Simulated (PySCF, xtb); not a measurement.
HOSi, SMILES O=[SiH], multiplicity 2.

The structure is a stationary point at PBE-D3(BJ)/def2-TZVPD. The isomer is the one that the SMILES or the coordinates give; other isomers of the formula were not compared.

Method: PySCF with IEF-PCM-B3LYP/def2-TZVPD.

The values are the electrostatic part of the solvation free energy, E(continuum) − E(gas) at the gas-phase geometry, in a cavity of scaled van der Waals radii (PySCF's table); cavitation and dispersion terms are not included. The dipole moment in vacuum is 3.37 D.

| solvent | ε | ΔG(elec) (kcal/mol) | dipole (D) |
|---|---|---|---|
| water | 78.36 | -6.7 | 4.63 |
| toluene | 2.37 | -2.9 | 3.93 |
| methanol | 32.61 | -6.5 | 4.59 |

For comparison, GFN2-xTB/ALPB(water) (xtb, at the GFN2-xTB geometry, all terms of that model) gives 1.7 kcal/mol.
